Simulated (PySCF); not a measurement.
## `C=C(C(=C=C)CC)C`, C8H12

Molfile (atoms numbered from 1):
```
C8H12
     RDKit          3D

 20 19  0  0  0  0  0  0  0  0999 V2000
    0.4834    2.1655    1.2816 C   0  0  0  0  0  0  0  0  0  0  0  0
    0.2716    1.0682    0.6305 C   0  0  0  0  0  0  0  0  0  0  0  0
    0.0598   -0.0419   -0.0299 C   0  0  0  0  0  0  0  0  0  0  0  0
    1.2189   -0.8918   -0.4982 C   0  0  0  0  0  0  0  0  0  0  0  0
    2.5757   -0.3173   -0.1115 C   0  0  0  0  0  0  0  0  0  0  0  0
   -1.3116   -0.4787   -0.3223 C   0  0  0  0  0  0  0  0  0  0  0  0
   -1.5905   -1.5885   -1.0014 C   0  0  0  0  0  0  0  0  0  0  0  0
   -2.4064    0.4080    0.1972 C   0  0  0  0  0  0  0  0  0  0  0  0
    0.5996    3.1154    0.7814 H   0  0  0  0  0  0  0  0  0  0  0  0
    0.5540    2.1871    2.3588 H   0  0  0  0  0  0  0  0  0  0  0  0
    1.1615   -0.9886   -1.5861 H   0  0  0  0  0  0  0  0  0  0  0  0
    1.1126   -1.8925   -0.0696 H   0  0  0  0  0  0  0  0  0  0  0  0
    2.7107    0.6707   -0.5458 H   0  0  0  0  0  0  0  0  0  0  0  0
    3.3737   -0.9648   -0.4689 H   0  0  0  0  0  0  0  0  0  0  0  0
    2.6589   -0.2285    0.9695 H   0  0  0  0  0  0  0  0  0  0  0  0
   -2.6098   -1.8781   -1.1948 H   0  0  0  0  0  0  0  0  0  0  0  0
   -0.8349   -2.2473   -1.3898 H   0  0  0  0  0  0  0  0  0  0  0  0
   -2.3114    1.4091   -0.2213 H   0  0  0  0  0  0  0  0  0  0  0  0
   -2.3378    0.4959    1.2807 H   0  0  0  0  0  0  0  0  0  0  0  0
   -3.3832    0.0086   -0.0629 H   0  0  0  0  0  0  0  0  0  0  0  0
  1  2  2  0
  2  3  2  0
  3  4  1  0
  4  5  1  0
  3  6  1  0
  6  7  2  0
  6  8  1  0
  1  9  1  0
  1 10  1  0
  4 11  1  0
  4 12  1  0
  5 13  1  0
  5 14  1  0
  5 15  1  0
  7 16  1  0
  7 17  1  0
  8 18  1  0
  8 19  1  0
  8 20  1  0
M  END
```

Level of theory: GIAO KT3/pcSseg-1 magnetisability, rotational g tensor and spin-rotation constants, non-relativistic, gas phase (PySCF 2.14.0). Geometry: GFN2-xTB.

(1) What are the magnetisability and the molar susceptibility?

(2) Split it along the inertial axes a, b, c into diamagnetic and paramagnetic parts about the centre of mass, with the quadrupole moment.

(3) And the rotational g tensor?

## Answers

(1) Isotropic -1268 × 10⁻³⁰ J/T², or -76.3 × 10⁻⁶ cm³/mol; principal values -1422, -1215, -1166 × 10⁻³⁰ J/T², anisotropy 236 × 10⁻³⁰ J/T² (root of half the summed squared differences of the principal values). The susceptibility is in cgs units.

(2) 
```tsv
axis	χ (10⁻⁶ cm³/mol)	diamagnetic (10⁻⁶ cm³/mol)	paramagnetic (10⁻⁶ cm³/mol)	summed x² of all electrons (Å²)	quadrupole Θ (D Å)
a	-72.2	-602.9	530.7	183.2	-0.41
b	-71.2	-849.4	778.2	125.1	+3.51
c	-85.6	-1307.7	1222.0	17.0	-3.10
```
Anisotropies 2χaa − χbb − χcc = +12.5 and 2χbb − χaa − χcc = +15.4 × 10⁻⁶ cm³/mol. Θ is traceless in Buckingham's convention.

(3) 
| axis | rotational constant (GHz) | g | nuclear part | electronic part |
| --- | --- | --- | --- | --- |
| a | 2.5780 | -0.0178 | 0.6250 | -0.6428 |
| b | 1.7155 | -0.0145 | 0.6126 | -0.6271 |
| c | 1.0576 | +0.0002 | 0.6073 | -0.6072 |

Asymmetric top; isotopes 12C, 1H; no vibrational averaging.
